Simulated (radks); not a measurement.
Results of a calculation; reference values are marked as such.
Pm+, configuration [Xe] 4f5 6s1. Code: a radial shooting solver on a logarithmic mesh with Libxc functionals. Model: scalar-relativistic Kohn-Sham, r2SCAN, spin-polarised, spherical densities, finite nucleus; open shells are filled with parallel spins first (spin-orbit coupling, left out, can overturn this in heavy ions); meta-GGA in the generalised Kohn-Sham scheme; Fermi nuclear charge, rms radius 4.962 fm.

X-ray form factor f0, the Fourier transform of the density (f0(0) = 60):

sin(theta)/lambda (1/angstrom),f0 (electrons)
0.05,58.966
0.1,56.389
0.15,53.137
0.2,49.703
0.25,46.316
0.3,43.132
0.4,37.649
0.5,33.241
0.6,29.572
0.8,23.800
1,19.842
1.25,16.719
1.5,14.517
2,10.740
